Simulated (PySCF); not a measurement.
## Highest orbital energy against ionisation energy along group 13

Calculated with PySCF 2.14, no spin-orbit coupling. Each cell gives −ε(HOMO) / ΔSCF in eV; NIST values include spin-orbit coupling, (s) semi-empirical, (t) theoretical.

| species | UHF | LDA | PBE | PBE0 | r2SCAN | NIST (lowest levels) |
| --- | --- | --- | --- | --- | --- | --- |
| B²⁺ (aug-cc-pwCVDZ, non-relativistic) | 37.798 / 37.794 | 32.351 / 37.868 | 32.645 / 38.256 | 34.039 / 38.200 | 32.903 / 37.834 | 37.931 |
| Al²⁺ (aug-cc-pwCVDZ, non-relativistic) | 28.028 / 28.010 | 24.554 / 28.735 | 24.465 / 28.747 | 25.463 / 28.622 | 24.647 / 28.325 | 28.448 |
| Ga²⁺ (aug-cc-pwCVDZ-PP with ECP10MDF, ECP) | 29.763 / 29.663 | 26.965 / 31.839 | 26.566 / 31.451 | 27.512 / 31.099 | 27.055 / 31.312 | 30.726 |
| In²⁺ (aug-cc-pwCVDZ-PP with ECP28MDF, ECP) | 26.765 / 26.626 | 24.639 / 29.073 | 24.229 / 28.654 | 25.039 / 28.276 | 24.477 / 28.369 | 28.044 |
| Tl²⁺ (aug-cc-pwCVDZ-PP with ECP60MDF, ECP) | 28.416 / 28.169 | 26.143 / 30.760 | 25.745 / 30.310 | 26.637 / 29.967 | 26.019 / 30.135 | 29.852 |

Q: How far is −ε(HOMO) from ΔSCF on average for each method, and why?

A: UHF 0.10 eV; LDA -4.72 eV; PBE -4.75 eV; PBE0 -3.49 eV; r2SCAN -4.17 eV. Hartree-Fock orbital energies lack relaxation and so exceed the ΔSCF value; semilocal functionals have convex E(N) from self-interaction, so their HOMO lies far too high; exact exchange moves hybrids part of the way back.
